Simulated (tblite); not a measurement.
Run record: tight-binding relaxation, `C=Cn1ncc([SiH3])n1`.

Computed with GFN2-xTB geometry optimisation, gas phase (tblite 0.8.0). Start geometry: from a force field or distance geometry. The input is one job of a driver script: a line of settings, then coordinates in Å.

Command:
```bash
OMP_NUM_THREADS=1 python probes_run.py task.json out
```

Input:
```
{"job": {"kind": "relax", "xc": "GFN2-xTB", "basis": "xTB"}, "charge": 0, "multiplicity": 1}
C     -3.292100    -0.199800    -0.297500
C     -2.189800     0.418500    -0.585000
N     -0.888400     0.022600    -0.128600
N     -0.593200    -1.008800     0.630000
C      0.717200    -1.049700     0.843100
C      1.248400     0.025200     0.152700
Si     3.000100     0.537500     0.028600
N      0.238800     0.685400    -0.435000
H     -3.389300    -1.091600     0.316000
H     -4.230600     0.212600    -0.703300
H     -2.241100     1.302500    -1.207200
H      1.302700    -1.758300     1.411000
H      3.808700    -0.695700    -0.012400
H      3.168900     1.244000    -1.242600
H      3.335200     1.363600     1.208300
```

Output:
```
step      E/eV     max force
  0    -614.13029    2.470
  1    -614.28572    2.166
  2    -614.36148    0.845
  3    -614.40729    0.744
  4    -614.45353    0.703
  5    -614.47754    0.408
  6    -614.49284    0.341
  7    -614.50205    0.211
  8    -614.50720    0.168
  9    -614.50997    0.126
... (14 lines left out)
 24    -614.52865    0.034
 25    -614.52883    0.056
 26    -614.52904    0.062
 27    -614.52925    0.041
 28    -614.52940    0.029
 29    -614.52948    0.025
 30    -614.52952    0.021
 31    -614.52956    0.016
 32    -614.52958    0.012
 33    -614.52959    0.008
```

«max force» is the largest atomic force in eV/Å.

Q: From which step on does the largest force stay under 0.1 eV/Å, and how much energy is left to gain from there?

A: From step 19 (0.079 eV/Å), 2.8 meV above the end.

Summary of the converged run: energy lowered by 9.2 kcal/mol over 33 steps; largest atomic force 0.008 eV/Å at the end.

The run took 0.21 s of wall time on one thread, Arm Neoverse V1 (aarch64), no GPU, shared host with 32 logical CPUs at a one-minute load of 9.6.
Labels such as C1 count atoms from 1, the log's own numbers from 0.
